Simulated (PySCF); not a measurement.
Molfile (atoms numbered from 1):
```
C8H12
     RDKit          3D

 20 20  0  0  0  0  0  0  0  0999 V2000
    0.7595    1.4579   -0.8349 C   0  0  0  0  0  0  0  0  0  0  0  0
   -0.5374    1.6436   -0.6406 C   0  0  0  0  0  0  0  0  0  0  0  0
   -1.3679    0.9540    0.4003 C   0  0  0  0  0  0  0  0  0  0  0  0
   -1.6326   -0.5275    0.0380 C   0  0  0  0  0  0  0  0  0  0  0  0
   -0.7640   -1.4572    0.8314 C   0  0  0  0  0  0  0  0  0  0  0  0
    0.5345   -1.6395    0.6455 C   0  0  0  0  0  0  0  0  0  0  0  0
    1.3692   -0.9556   -0.3962 C   0  0  0  0  0  0  0  0  0  0  0  0
    1.6325    0.5289   -0.0450 C   0  0  0  0  0  0  0  0  0  0  0  0
    1.2487    1.9903   -1.6406 H   0  0  0  0  0  0  0  0  0  0  0  0
   -1.0727    2.3223   -1.2920 H   0  0  0  0  0  0  0  0  0  0  0  0
   -2.3193    1.4784    0.4993 H   0  0  0  0  0  0  0  0  0  0  0  0
   -0.8630    0.9928    1.3690 H   0  0  0  0  0  0  0  0  0  0  0  0
   -2.6790   -0.7670    0.2311 H   0  0  0  0  0  0  0  0  0  0  0  0
   -1.4508   -0.6652   -1.0308 H   0  0  0  0  0  0  0  0  0  0  0  0
   -1.2569   -1.9887    1.6349 H   0  0  0  0  0  0  0  0  0  0  0  0
    1.0669   -2.3147    1.3027 H   0  0  0  0  0  0  0  0  0  0  0  0
    2.3220   -1.4793   -0.4861 H   0  0  0  0  0  0  0  0  0  0  0  0
    0.8698   -1.0040   -1.3673 H   0  0  0  0  0  0  0  0  0  0  0  0
    1.4580    0.6732    1.0244 H   0  0  0  0  0  0  0  0  0  0  0  0
    2.6777    0.7681   -0.2461 H   0  0  0  0  0  0  0  0  0  0  0  0
  1  2  2  0
  2  3  1  0
  3  4  1  0
  4  5  1  0
  5  6  2  0
  6  7  1  0
  7  8  1  0
  8  1  1  0
  1  9  1  0
  2 10  1  0
  3 11  1  0
  3 12  1  0
  4 13  1  0
  4 14  1  0
  5 15  1  0
  6 16  1  0
  7 17  1  0
  7 18  1  0
  8 19  1  0
  8 20  1  0
M  END
```

[PySCF: NMR shieldings at PBE0/pcSseg-1/GIAO; structure optimised with GFN2-xTB; relativity neglected; one averaged value for each set of equivalent atoms; in vacuum; single conformer]

δ = σ(ref) − σ, references computed at the same level: ¹³C and ¹H vs TMS.

```csv
atoms,nucleus,count,δ (ppm)
C1/C2/C5/C6,¹³C,4,?
H11/H12/H13/H14/H17/H18/H19/H20,¹H,8,2.10
H9/H10/H15/H16,¹H,4,6.52
C3/C4/C7/C8,¹³C,4,?
```

Task: Estimate the values marked ?.

Result: 
- C1/C2/C5/C6: 143.0 ppm, alkene CH; as expected for a trigonal carbon in a double bond
- C3/C4/C7/C8: 33.5 ppm, allylic sp3 CH2; aliphatic region, no heteroatom directly attached

Shifts are as computed. Against solution values, carbons near 30 ppm lie about +3 ppm off and those near 130 ppm about +5 ppm. Of 1211 compounds with measured shifts, 218 miss one by over three times the rms of a fit or turn the order of signals round; such compounds aren't used in these exercises.
